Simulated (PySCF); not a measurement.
Species: C₂H₄BClS₂.
Atom-mapped SMILES: `[Cl:1][B:2]1[S:3][CH2:4][CH2:5][S:6]1` (hydrogens: H7, H8 on C4; H9, H10 on C5)

Computed by this run: PBE0-D3(BJ)/def2-SVP geometry optimisation, gas phase in PySCF; density fitting, grid level 1; the optimiser is geomeTRIC in internal coordinates, started from a GFN2-xTB structure with every atom displaced at random (about 0.01 Å).

Step 0: E = -36984.4059 eV
```
atom  x, y, z in Å  |  force x, y, z in eV/Å
Cl1     3.4440    0.6078    0.0680    0.023   0.029   0.038
B2      1.7229    0.3104    0.0348   -0.419   0.013   0.060
S3      0.5397    1.1752    1.0968    0.823   0.196   0.282
C4     -0.9166    0.5717    0.2475   -0.481  -1.018   0.162
C5     -0.6822   -0.8384   -0.2996    1.141   0.542   1.288
S6      0.9756   -0.8921   -1.0732    0.114  -0.112  -0.188
H7     -1.1594    1.2583   -0.5529   -0.173   0.415  -0.504
H8     -1.7448    0.5681    0.9736   -0.041   0.033  -0.084
H9     -1.4080   -1.1210   -1.0253   -0.895  -0.289  -0.891
H10    -0.6754   -1.5875    0.5173   -0.091   0.191  -0.161
```

Step 1: E = -36984.4102 eV
```
atom  x, y, z in Å  |  force x, y, z in eV/Å
Cl1     3.3964    0.6806    0.0074    0.066   0.065  -0.026
B2      1.6802    0.3401    0.0169    0.160  -0.359   0.192
S3      0.5603    1.0569    1.2244   -0.123   0.276  -0.109
C4     -0.9144    0.5457    0.2603    0.317   0.239  -0.152
C5     -0.6728   -0.8427   -0.2614   -0.317  -0.198  -0.471
S6      0.9600   -0.8853   -1.0870   -0.042   0.161  -0.072
H7     -0.9940    1.2352   -0.6012   -0.169   0.021   0.253
H8     -1.8075    0.6286    0.8919   -0.068  -0.039   0.052
H9     -1.4506   -1.1162   -1.0025    0.225  -0.035   0.161
H10    -0.6619   -1.5905    0.5382   -0.048  -0.131   0.171
```

**Question.** Estimate the geometry and energy of step 2. (The exact step hangs on the optimiser's Hessian estimate; all steps are aligned on step 1, rigid shifts and turns removed.)

**Answer.** E = -36984.4492 eV, largest force 0.133 eV/Å
```
atom  x, y, z in Å  |  force x, y, z in eV/Å
Cl1     3.4187    0.6487    0.0267   -0.006  -0.024   0.051
B2      1.7008    0.3041    0.0482   -0.034   0.020  -0.055
S3      0.5605    1.1165    1.1818   -0.034  -0.028  -0.084
C4     -0.9201    0.5534    0.2545    0.128   0.012  -0.034
C5     -0.6736   -0.8425   -0.2751   -0.012   0.021  -0.012
S6      0.9589   -0.8644   -1.1035    0.028  -0.018   0.026
H7     -1.0572    1.2522   -0.5857   -0.087   0.024   0.043
H8     -1.7990    0.6117    0.9124    0.010  -0.049   0.044
H9     -1.4449   -1.1361   -1.0049    0.059   0.002   0.009
H10    -0.6483   -1.5912    0.5325   -0.052   0.041   0.011
```

The energy changes by -0.0390 eV. The first-order estimate −F·Δx gives -0.0706 eV and the mean of the old and new forces, exact on a quadratic surface, -0.0389 eV. The step makes an angle of 59° with the force vector and moves no atom by more than 0.073 Å.

What follows is the cost of the whole optimisation. Hardware: an Arm Neoverse V2 with one thread (shared host). Cost: 37 s of wall time, 0.51 GiB resident at most.
